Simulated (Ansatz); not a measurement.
C3H9BS, SMILES `CCB(C)S`. The species carries charge 0 and has multiplicity 1. The structure was optimised at the PBE0-D4/def2-TZVP level. It is one conformer, not always the lowest.

```xyz
14

C    -0.808   -0.629    1.652
C    -0.013    0.323    0.773
B     0.162    0.011   -0.757
C     1.065    0.934   -1.652
S    -0.611   -1.379   -1.586
H    -0.839   -0.289    2.690
H    -1.844   -0.718    1.313
H    -0.373   -1.632    1.653
H     0.998    0.458    1.183
H    -0.449    1.331    0.826
H     0.989    0.750   -2.725
H     2.114    0.785   -1.367
H     0.852    1.991   -1.465
H    -1.242   -1.936   -0.538
```

**Question.** What is the dipole moment at PBE/def2-TZVPP? (Best estimate.)

**Answer.** Ansatz gave: 1.19 D, with components (0.09, 0.45, 1.10) D in this frame, pointing from negative to positive charge.

**Question.** And with r2SCAN, B3LYP, ωB97M-V? (Best estimate.)

**Answer.** Computed: r2SCAN 1.29 D, B3LYP 1.21 D, ωB97M-V 1.22 D.

**Question.** Give the Mulliken charges with PBE, r2SCAN, B3LYP in def2-TZVPP. (Estimate.)

**Answer.** Computed: 
```json
{"atom": "C1", "PBE": "-0.25", "r2SCAN": "-0.14", "B3LYP": "-0.25"}
{"atom": "C2", "PBE": "-0.17", "r2SCAN": "-0.09", "B3LYP": "-0.15"}
{"atom": "B3", "PBE": "0.14", "r2SCAN": "0.17", "B3LYP": "0.15"}
{"atom": "C4", "PBE": "-0.34", "r2SCAN": "-0.25", "B3LYP": "-0.32"}
{"atom": "S5", "PBE": "-0.19", "r2SCAN": "-0.17", "B3LYP": "-0.19"}
{"atom": "H6", "PBE": "0.08", "r2SCAN": "0.04", "B3LYP": "0.09"}
{"atom": "H7", "PBE": "0.08", "r2SCAN": "0.04", "B3LYP": "0.07"}
{"atom": "H8", "PBE": "0.08", "r2SCAN": "0.04", "B3LYP": "0.08"}
{"atom": "H9", "PBE": "0.08", "r2SCAN": "0.04", "B3LYP": "0.07"}
{"atom": "H10", "PBE": "0.08", "r2SCAN": "0.04", "B3LYP": "0.07"}
{"atom": "H11", "PBE": "0.09", "r2SCAN": "0.06", "B3LYP": "0.09"}
{"atom": "H12", "PBE": "0.10", "r2SCAN": "0.06", "B3LYP": "0.09"}
{"atom": "H13", "PBE": "0.10", "r2SCAN": "0.06", "B3LYP": "0.09"}
{"atom": "H14", "PBE": "0.11", "r2SCAN": "0.10", "B3LYP": "0.10"}
```

B3LYP here is the variant with VWN-RPA as its local correlation; programs differ in this.
